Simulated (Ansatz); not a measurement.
A single point on `[AlH2]/[N]=C\[SiH3]`.

```yaml
crystal:
  periodic: [false, false, false]
  atoms:
    - {symbol: Al, position_ang: [-0.801121, 2.183465, -0.771802]}
    - {symbol: N, position_ang: [-0.589944, 0.458631, -0.561592]}
    - {symbol: C, position_ang: [-0.390935, -0.758916, -0.367941]}
    - {symbol: Si, position_ang: [0.911583, -1.414691, 0.854879]}
    - {symbol: H, position_ang: [0.069193, 2.879539, -1.890826]}
    - {symbol: H, position_ang: [-1.855451, 2.894711, 0.164531]}
    - {symbol: H, position_ang: [-0.988007, -1.509202, -0.921944]}
    - {symbol: H, position_ang: [0.242906, -2.252899, 1.887020]}
    - {symbol: H, position_ang: [1.886527, -2.271511, 0.126633]}
    - {symbol: H, position_ang: [1.598249, -0.260426, 1.483942]}
basis:
  gaussian: {orbitals: def2-QZVPP}
correlation: {method: mp2}
```

```sh
$ ansatz run in.yaml --threads 4 --pin off --events-out ev --progress --plain
```

Shortened log:

```
Functional definition: HF
2547 factors; integrals over basis functions are off by at most 9.3e-4 eV
mean field evaluation 1: about -17049.6436 eV, gradient 3.9e1 eV
mean field evaluation 2: about -17049.7663 eV, gradient 3.9e1 eV
mean field evaluation 4: about -17053.8595 eV, gradient 4.5e0 eV
mean field evaluation 8: about -17053.9527 eV, gradient 3.0e-1 eV
mean field -17053.95364110 eV, -626.7212367254 hartree, gradient 5.4e-6 eV, S^2 0.000000; 0 other end points of the search recorded, 0 dependent functions left out
12 core orbitals not correlated: weight in the atoms' cores, before any rotation towards them, 1.000 or more for the frozen orbitals, at most 0.000 for the correlated occupied ones
reference -17053.95364110 eV, -626.7212367254 hartree; 11, 11 occupied and 411, 411 virtual orbitals, 2547 factors
second order -16.41210198 eV of doubles, -0.00000000 eV of singles
Total energy: -17070.36574308 eV, -627.3243703488 hartree
```

Run time 14 s (4 threads of a server CPU on a shared host); peak host memory 2.1 GiB.
